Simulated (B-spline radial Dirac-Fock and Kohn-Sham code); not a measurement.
## As³⁺ in Watson spheres of different radius

Calculated with a B-spline atomic structure program, using ΔSCF Dirac-Fock with Breit, self-energy and vacuum polarisation, finite nucleus, configuration average. The ion, [Ar] 3d10 4s2, sits in a hollow sphere of charge Q = -3, a simple model of the Madelung potential. Inside the sphere an electron's potential energy is raised by the constant 14.40·|Q|/R eV, so binding energies fall by about that much as long as the orbitals stay inside.

```tsv
radius (Å)	14.40 |Q|/R (eV)	1s (eV)	2s (eV)	2p1/2 (eV)	2p3/2 (eV)	3s (eV)	3p1/2 (eV)	3p3/2 (eV)	3d3/2 (eV)	3d5/2 (eV)	4s (eV)
1.8	24.00	11889.5	1558.3	1382.2	1346.3	230.4	170.1	165.0	62.33	61.65	23.90
2.2	19.64	11893.8	1562.6	1386.5	1350.7	234.7	174.4	169.3	66.65	65.96	28.21
```

From the smallest to the largest radius 1s moves by +4.3 eV, while the constant potential alone would give +4.4 eV; the difference comes from charge outside the sphere and its screening.
